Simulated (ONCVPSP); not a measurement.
In (Z = 49), ONCV: configuration errors across variants

| Item | Value |
| --- | --- |
| Element | In (Z = 49) |
| Generator | ONCVPSP 4.0.1 |
| Type | optimised norm-conserving Vanderbilt (ONCV) |
| Functional | PBE |
| Relativity | scalar-relativistic |
| Frozen core | [Ar] 3d10 |
| Valence charge | 21 |
| Reference configuration | 4s2 4p6 4d10 5s2 5p1 |
| Partial waves | 4s+5s: rc 1.20 bohr, ncon 3, nbas 6, qcut 9.1 1/bohr, 2 projectors; 4p+5p: rc 1.75 bohr, ncon 5, nbas 9, qcut 9.5 1/bohr, 2 projectors; 4d: rc 1.45 bohr, ncon 5, nbas 10, qcut 12.4 1/bohr, 2 projectors, debl 0.5 Ha |
| Local potential | polynomial inside 0.80 bohr (lpopt 5, dvloc0 0 Ha) |
| Core correction | none |

In the d channel the program set the typed energies aside and used -0.684, 0.250 Ha.

All-electron excitation energies from the reference (eV): (1) 4s2 4p6 4d10 5s2 5p0 5.363; (2) 4s2 4p6 4d10 5s1 5p0 24.599; (3) 4s1 4p6 4d10 5s2 5p1 127.549.

3 further variants failed, have other tests or too few solved ones, and are left out.

Errors AE − PS in meV (a dash: test not solved or not reliable):

| change | (1) | (2) | (3) | bound ghosts | GHOST(+) flags above zero |
| --- | --- | --- | --- | --- | --- |
| base | -1.2 | -4.5 | -114 | none | s |
| s: qcut 5.3 | -1.1 | -5.3 | -283 | none | s |
| s: qcut 8.1 | -1.1 | -4.7 | -145 | none | s |
| s: qcut 8.8 | -1.2 | -4.6 | -123 | none | s |
| s: qcut 10.1 | -1.2 | -4.4 | -84 | none | s |

Q: Give the same row for: s: qcut 6.9.

A: -1.1, -4.9, -197; bound ghosts: none; GHOST(+) flags above zero: s.
